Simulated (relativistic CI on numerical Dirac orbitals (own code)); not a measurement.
# One change at a time: Al XI

Base calculation: Dirac-Coulomb-Breit CI, orbitals from a KLI potential per configuration, QED by a radiative potential, unscaled Slater integrals.

Configuration list (outside the closed core 1s2): 2s, 2p, 3s, 3p, 3d, 4s, 4p, 4f, 4d, 5s, 5p, 5f, 5d, 5g, 6s, 6p, 6d. Levels of other configurations are missing.

The lowest level and the first level of each name with at least 55 % of one term (blank where a level has no safe partner in the second run):

```csv
Level,Base (eV),Shift (eV)
2s ²S1/2,0.000,0.000
2p ²P°1/2,21.950,-0.207
2p ²P°3/2,22.663,-0.920
3s ²S1/2,250.391,-0.674
3p ²P°1/2,256.430,-0.730
3p ²P°3/2,256.638,-0.939
3d ²D3/2,258.748,-0.926
3d ²D5/2,258.813,-0.991
4s ²S1/2,335.411,-0.867
4p ²P°1/2,337.889,-0.889
4p ²P°3/2,337.976,-0.977
4d ²D3/2,338.853,-0.972
4d ²D5/2,338.880,-1.000
4f ²F°5/2,338.918,-1.000
4f ²F°7/2,338.932,-1.013
5s ²S1/2,374.191,-0.941
5p ²P°1/2,375.442,-0.952
5p ²P°3/2,375.487,-0.996
5d ²D3/2,375.933,-0.994
5d ²D5/2,375.947,-1.008
5f ²F°5/2,375.968,-1.008
5f ²F°7/2,375.975,-1.015
```

At this charge energies of transitions that change n are usually good to better than 1 %, and those within a shell (Δn = 0) to a few per cent.

Q: One thing was changed in a second run, which moved the levels as shown. Which?
A. non-relativistic limit
B. Breit term removed
C. QED terms removed
D. configuration mixing switched off

A: A. Non-relativistic limit. Without relativity the fine structure collapses and s electrons lose their extra binding.
